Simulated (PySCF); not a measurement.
H₆MoO, SMILES [OH][MoH5], multiplicity 1.

Coordinates come from a B3LYP-D3(BJ)/def2-TZVP optimisation. The spin state was assumed, not searched. The def2 effective core potentials stand for the cores of Mo; spin–orbit coupling is left out.

Calculation: PBE/def2-TZVPD run with PySCF.

Symmetry labels are those of the subgroup Cs that the program uses (full group Cs).

Computed valence orbital energies around the gap with their symmetry:
```json
[
 {"orbital": "HOMO−7", "symmetry": "A'", "energy (eV)": "-13.08"},
 {"orbital": "HOMO−6", "symmetry": "A'", "energy (eV)": "-9.94"},
 {"orbital": "HOMO−5", "symmetry": "A'", "energy (eV)": "-9.35"},
 {"orbital": "HOMO−4", "symmetry": "A\"", "energy (eV)": "-9.34"},
 {"orbital": "HOMO−3", "symmetry": "A'", "energy (eV)": "-8.04"},
 {"orbital": "HOMO−2", "symmetry": "A\"", "energy (eV)": "-7.91"},
 {"orbital": "HOMO−1", "symmetry": "A\"", "energy (eV)": "-7.24"},
 {"orbital": "HOMO", "symmetry": "A'", "energy (eV)": "-6.67"},
 {"orbital": "LUMO", "symmetry": "A'", "energy (eV)": "-3.40"},
 {"orbital": "LUMO+1", "symmetry": "A'", "energy (eV)": "-2.63"},
 {"orbital": "LUMO+2", "symmetry": "A\"", "energy (eV)": "-2.41"},
 {"orbital": "LUMO+3", "symmetry": "A'", "energy (eV)": "-0.89"}
]
```
